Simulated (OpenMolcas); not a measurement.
OpenMolcas run: Co II

Input:

```
&GATEWAY
Coord
1

Co 0.0 0.0 0.0
Basis=ANO-RCC-MB
Group=XYZ
NoMove
AngMom=0.0 0.0 0.0
AMFI
&SEWARD
&RASSCF
FileOrb=start.orb
Symmetry=1
Spin=3
nActEl=8 0 0
Inactive=3 6
Ras2=5 0
CIRoot=10 10 1
SDav=10
CIMx=300
Iter=120 100
PrWF=0.3
OrbListing=Nothing
MaxOrb=0
Atom
>>> COPY $Project.JobIph JOB001
&RASSCF
FileOrb=start.orb
Symmetry=1
Spin=1
nActEl=8 0 0
Inactive=3 6
Ras2=5 0
CIRoot=15 15 1
SDav=15
CIMx=300
Iter=120 100
PrWF=0.3
OrbListing=Nothing
MaxOrb=0
Atom
>>> COPY $Project.JobIph JOB002
&RASSI
NrOfJobIphs=2 10 15
1 2 3 4 5 6 7 8 9 10
1 2 3 4 5 6 7 8 9 10 11 12 13 14 15
IphNames
JOB001
JOB002
EJob
SpinOrbit
DIPRint=1.0
SOCoupling=1000.0
Subsets=2
MEES
Property=10
'ANGMOM' 1 'ANGMOM' 2 'ANGMOM' 3 'MLTPL  1' 1 'MLTPL  1' 2 'MLTPL  1' 3
'AMFI' 1 'AMFI' 2 'AMFI' 3 'MLTPL  2' 6
SOProperty=3
'ANGMOM' 1 'ANGMOM' 2 'ANGMOM' 3
```

Launched by
```bash
OMP_NUM_THREADS=1 MOLCAS_MEM=1689 MOLCAS_PROJECT=a pymolcas a.inp > a.log  # once for each step of the input, in one work folder
```

A driver script runs the steps one by one and writes start.orb anew before each from the orbitals found so far.

Output, cut to the results:

```
--- SEWARD ---
Basis set label: CO.ANO-RCC...4S3P1D.

      Electronic valence basis set:
      ------------------
      Associated Effective Charge  27.000000 au
      Associated Actual Charge     27.000000 au
      Nuclear Model: Point charge

      Shell  nPrim  nBasis  Cartesian Spherical Contaminant
         s      21       4        X
         p      15       3        X
         d      10       1                 X
                  Relativistic Douglas-Kroll-Hess integrals:
                    - DKH order of Hamiltonian: 2
                    - DKH order of Properties : 0
                  Atomic mean-field integrals
--- RASSCF ---
Wave function specifications:
      -----------------------------

      Number of closed shell electrons          18
      Number of electrons in active shells       8
      Max number of holes in RAS1 space          0
      Max nr of electrons in RAS3 space          0
      Number of inactive orbitals                9
      Number of active orbitals                  5
      Number of secondary orbitals               4
      Spin quantum number                      1.0
      State symmetry                             1
Orbital specifications:
      -----------------------

      Symmetry species                           1   2
                                                ag  au
      Frozen orbitals                            0   0
      Inactive orbitals                          3   6
      Active orbitals                            5   0
      RAS1 orbitals                              0   0
      RAS2 orbitals                              5   0
      RAS3 orbitals                              0   0
      Secondary orbitals                         1   3
      Deleted orbitals                           0   0
      Number of basis functions                  9   9
      Number of CSFs                            10
      Number of root(s) required                10
      Iter CI   SX   CI       RASSCF       Energy    max ROT     max BLB   max BLB  Level Ln srch  Step   QN
          iter iter root      energy       change     param      element    value   shift minimum  type update
 Nr of preliminary CI iterations:   1
      Total energies have been shifted. Add                -1000.00 au
        1   1    3    0  -391.51125799    0.00E+00   1.10E-02    5   8 2 -6.69E-02*  0.00   0.00    SX    NO
        2   1    3    0  -391.51389226   -2.63E-03* -6.45E-04    5   8 2 -3.93E-03*  0.00   0.00    SX    NO
        3   1    3    0  -391.51390139   -9.13E-06*  3.63E-05    6   9 2 -2.21E-04*  0.00   0.00    SX    NO
        4   1    2    0  -391.51390142   -2.93E-08* -2.04E-06    5   8 2 -1.24E-05   0.00   0.00    SX    NO
        5   1    2    0  -391.51390142   -9.35E-11   1.21E-07    6   9 2 -6.98E-07   0.00   1.06    QN   YES
      Convergence after  5 iterations
        6   1    2    0  -391.51390142   -6.82E-13   1.21E-07    3   9 1 -2.71E-09   0.00   1.06    QN   YES
      Natural orbitals and occupation numbers for root  1
      sym 1:   1.938334   1.061666   1.938334   2.000000   1.061666
      Natural orbitals and occupation numbers for root  2
      sym 1:   2.000000   1.659257   1.659257   1.340743   1.340743
      Natural orbitals and occupation numbers for root  3
      sym 1:   1.143702   1.143702   1.856298   1.856298   2.000000
::    RASSCF root number  1 Total energy:  -1391.53759428
::    RASSCF root number  2 Total energy:  -1391.53759428
::    RASSCF root number  3 Total energy:  -1391.53759428
::    RASSCF root number  4 Total energy:  -1391.53759428
::    RASSCF root number  5 Total energy:  -1391.53759428
::    RASSCF root number  6 Total energy:  -1391.53759428
::    RASSCF root number  7 Total energy:  -1391.53759428
::    RASSCF root number  8 Total energy:  -1391.45861810
::    RASSCF root number  9 Total energy:  -1391.45861810
::    RASSCF root number 10 Total energy:  -1391.45861810
--- RASSCF ---
Wave function specifications:
      -----------------------------

      Number of closed shell electrons          18
      Number of electrons in active shells       8
      Max number of holes in RAS1 space          0
      Max nr of electrons in RAS3 space          0
      Number of inactive orbitals                9
      Number of active orbitals                  5
      Number of secondary orbitals               4
      Spin quantum number                      0.0
      State symmetry                             1
Orbital specifications:
...
--- RASSI ---
SPIN-FREE ENERGIES:
  (Shifted by EMIN (a.u.) =      -1391.5375942756)

 SF State       Relative EMIN(au)   Rel lowest level(eV)    D:o, cm**(-1)      L_eff

     1             0.0000000000        0.0000000000              0.0000         3.0
     2             0.0000000000        0.0000000000              0.0000         3.0
     3             0.0000000000        0.0000000000              0.0000         3.0
     4             0.0000000000        0.0000000000              0.0000         3.0
     5             0.0000000000        0.0000000000              0.0000         3.0
     6             0.0000000000        0.0000000000              0.0000         3.0
     7             0.0000000000        0.0000000000              0.0000         3.0
    11             0.0648084796        1.7635285705          14223.8172         2.0
    12             0.0648084796        1.7635285705          14223.8172         2.0
    13             0.0648084796        1.7635285705          14223.8172         2.0
    14             0.0648084796        1.7635285705          14223.8172         2.0
    15             0.0648084796        1.7635285705          14223.8172         2.0
    10             0.0789761734        2.1490511587          17333.2665         1.0
     8             0.0789761734        2.1490511587          17333.2665         1.0
     9             0.0789761734        2.1490511587          17333.2665         1.0
    16             0.1016640272        2.7664191113          22312.6749         4.0
    17             0.1016640272        2.7664191113          22312.6749         4.0
    18             0.1016640272        2.7664191113          22312.6749         4.0
    19             0.1016640272        2.7664191113          22312.6749         4.0
    20             0.1016640272        2.7664191113          22312.6749         4.0
    21             0.1016640272        2.7664191113          22312.6749         4.0
...
```

Levels above the lowest, from the spin-orbit matrix, grouped by J:

```json
{"Configuration": "3d8", "Term": "3F", "J": "4", "E (cm-1)": "0.0", "Measured (cm-1)": "0.0", "g": "1.250", "Term weight %": "100"}
{"Configuration": "3d8", "Term": "3F", "J": "3", "E (cm-1)": "1010", "Measured (cm-1)": "950", "g": "1.084", "Term weight %": "100"}
{"Configuration": "3d8", "Term": "3F", "J": "2", "E (cm-1)": "1714", "Measured (cm-1)": "1597", "g": "0.667", "Term weight %": "100"}
{"Configuration": "3d8", "Term": "1D", "J": "2", "E (cm-1)": "14854", "Measured (cm-1)": "", "g": "1.027", "Term weight %": "94"}
{"Configuration": "3d8", "Term": "3P", "J": "2", "E (cm-1)": "18018", "Measured (cm-1)": "", "g": "1.473", "Term weight %": "94"}
{"Configuration": "3d8", "Term": "3P", "J": "1", "E (cm-1)": "18343", "Measured (cm-1)": "", "g": "1.501", "Term weight %": "100"}
{"Configuration": "3d8", "Term": "3P", "J": "0", "E (cm-1)": "18552", "Measured (cm-1)": "", "g": "", "Term weight %": "100"}
{"Configuration": "3d8", "Term": "1G", "J": "4", "E (cm-1)": "23083", "Measured (cm-1)": "", "g": "1.000", "Term weight %": "100"}
{"Configuration": "3d8", "Term": "1S", "J": "0", "E (cm-1)": "55783", "Measured (cm-1)": "", "g": "", "Term weight %": "100"}
```

Against the 2 measured excited levels shown (NIST Handbook of Basic Atomic Spectroscopic Data) the mean absolute deviation is 88 cm-1; the largest miss in energy is 3d8 3F2: computed 1714, measured 1597 cm-1 (+7.3 %).

Without dynamic correlation excited terms often stand tens of per cent too high (terms of higher spin than the ground term too low), and those without a measured partner can miss by more than the paired ones. Computed and measured levels are paired by configuration, term and J; levels that our copy of the source lacks, or whose pairing is in doubt (as where it misses far off the trend of its configuration), stay unpaired and out of the deviations. Only configurations of the active space appear.

The term weight is that of the spin-free term in the level, not the purity of its configuration.
